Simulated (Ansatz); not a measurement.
`[GeH3][Te][GeH3]` + `NC=O` → `O=C[NH][GeH3]` + `[GeH3][TeH]` at 600 K and 1 bar (ligand exchange at a Ge–Te bond).

Calculated with Ansatz (gas phase, PBE0-D4/def2-TZVP geometries, no zero-point term in ΔE). CCSD(T)/CBS is the MP2 limit (def2-TZVPP, def2-QZVPP) plus CCSD(T) − MP2 in def2-TZVPP, frozen cores. This one scheme is used for every species. def2 core potentials past Kr. For Ge, Te outer-core shells are correlated without core-valence functions, which leaves a few kJ/mol of doubt a bond. Scalar relativity is left out up to krypton. One conformer a species, not always the lowest.

```csv
species,CCSD(T)/CBS energy (Eh),H − E (kJ/mol),S (J/(mol·K))
`[GeH3][Te][GeH3]`,-4423.58669,185.5,474.6
`NC=O`,-169.73435,152.2,302.2
`O=C[NH][GeH3]`,-2247.05298,208.1,395.5
`[GeH3][TeH]`,-2346.24724,119.1,369.0
```

H − E and S are ideal-gas, rigid-rotor, harmonic terms from PBE0-D4/def2-TZVP, for one conformer and one mirror image of each species. 1 Eh = 2625.50 kJ/mol, R = 8.31446 J/(mol·K).

Q: By hand: ΔE, ΔH, ΔS and ΔG.

A: ΔE = (-2247.05298) + (-2346.24724) − (-4423.58669) − (-169.73435) = 0.02082 Eh = 54.7 kJ/mol. Δ(H − E) = 208.1 + 119.1 − 185.5 − 152.2 = -10.5, so ΔH = 44.2 kJ/mol. ΔS = 395.5 + 369.0 − 474.6 − 302.2 = -12.3 J/(mol·K). ΔG = 44.2 − 600 × (-12.3)/1000 = 51.6 kJ/mol.

Q: By hand: the equilibrium constant, and the temperature at which ΔG would vanish if ΔH and ΔS stayed fixed.

A: log₁₀ K = −ΔG/(RT ln 10) = -4.5. ΔH and −TΔS have one sign here, so there is no such temperature.

The number of gas molecules stays the same, so ΔS is small and ΔH decides. A doubt of 5 kJ/mol in ΔE shifts log₁₀ K by 0.4 here. Other conformers and mirror images would add mixing entropy, several J/(mol·K) or more a flexible species. Modes under 60 cm⁻¹, often nearly free rotors, make the harmonic entropy too high. These are equilibria of isolated gas molecules and say nothing of rates. Largest T1 diagnostic: 0.016 (customary marks: 0.02 for closed shells, 0.045 for open ones).

ΔS is within the doubt of such terms, so its sign, and with it that verdict, could turn.
